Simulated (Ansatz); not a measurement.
CAuClO, charge +1, doublet, geometry from GFN2-xTB (such geometries of metal compounds can be far from the true shape) (the multiplicity is a formal guess) (core potentials on Au). Base run: Ansatz (a program for electronic structure) with B3LYP/def2-SV(P).

Geometry (Å):
```xyz
4

Au     0.0024    -0.0133     0.0170
Cl    -0.2052     1.6481    -1.4982
O      0.2782    -2.2817     2.0347
C      0.1789    -1.4515     1.3075
```
Charge +1, spin multiplicity 2.
Orbitals are unrestricted.
All else is at Ansatz's defaults.

The base run was repeated with changes; each row names its change, and settings that it needs were set with it.

| change | E (Eh) | <S^2> | core-seconds (rough) |
|---|---|---|---|
| base | -708.77032 | 0.752 | 50 |
| functional = blyp; dispersion = d4 | -708.69170 | 0.751 | 50 |
| functional = lc_wpbe | -708.52069 | 0.753 | 30 |
| functional = hf | -706.50867 | 0.757 | 9 |
| functional = revpbe | -708.68714 | 0.752 | 50 |
| functional = blyp | -708.68481 | 0.751 | 40 |
| functional = hse06 | -708.41404 | 0.753 | 30 |
| functional = pbe0; dispersion = d3bjatm | -708.43010 | 0.753 | 30 |
| functional = wB97X-V | -708.56772 | 0.753 | 80 |
| functional = pbe0 | -708.42701 | 0.753 | 40 |
| functional = cam_b3lyp | -708.63051 | 0.753 | 40 |
| functional = BHLYP | -708.51144 | 0.754 | 30 |
| functional = wB97M-V | -708.57424 | 0.752 | 100 |

Total energies compare only within one method and basis.
